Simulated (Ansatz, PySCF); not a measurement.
Molecule: GeCl₂ (charge 0, triplet). This is an excited triplet: at this geometry the singlet lies 2.40 eV lower at RI-MP2/CBS(def2-TZVPPD,def2-QZVPPD)+[CCSD(T)-MP2]/def2-TZVPPD. 
Structure (B3LYP-D3(BJ)/def2-TZVP (Ansatz, a first-principles code) minimum search):
```xyz
3

Ge    -0.0052     0.0050     0.5729
Cl     1.2199     1.4280    -0.5408
Cl    -1.2101    -1.4375    -0.5376
```
Charge 0, spin multiplicity 3.

Total electronic energies in hartree. Cores are frozen in the correlated levels unless marked. UHF or UKS for open shells. Spin-orbit coupling is left out. Frozen are the shells of the preceding noble gas and the d and f shells that filled before the atom's block. Non-relativistic. FCI takes restricted orbitals. CBS(X,Y): correlation extrapolated as X^-3; Hartree-Fock from the larger set. The bracket is a focal-point correction in the basis named.

| level | program | energy (Eh) |
|---|---|---|
| TPSS-D4/def2-TZVPD | PySCF + dftd4 | -2997.44505 |
| r2SCAN/def2-TZVPD | Ansatz | -2997.35946 |
| r2SCAN-D4/def2-TZVPD | Ansatz + dftd4 | -2997.36016 |
| B3LYP/def2-TZVPD | Ansatz | -2997.49877 |
| PBE0/def2-SVP | Ansatz | -2996.27972 |
| HSE06-D4/def2-TZVPD | Ansatz + dftd4 | -2996.85222 |
| CAM-B3LYP-D3(BJ)/def2-TZVPD | Ansatz + dftd3 | -2997.57267 |
| B2GP-PLYP/def2-TZVPD | Ansatz | -2996.51211 |
| RPA@PBE/def2-QZVPP | Ansatz | -2995.26213 |
| MP2/def2-SVP | Ansatz | -2994.14384 |
| SCS-MP2/def2-TZVPP | Ansatz | -2994.84312 |
| CCSD/6-31G | Ansatz | -2994.09177 |
| FCI/STO-3G | Ansatz | -2960.97098 |
| RI-MP2/CBS(def2-TZVPP,def2-QZVPP)+[CCSD(T)-MP2]/def2-TZVPP | Ansatz | -2995.0588 |
| RI-MP2/CBS(def2-TZVPPD,def2-QZVPPD)+[CCSD(T)-MP2]/def2-TZVPPD | Ansatz | -2995.0585 |

Totals of different functionals don't rank their quality; only differences between species are comparable.
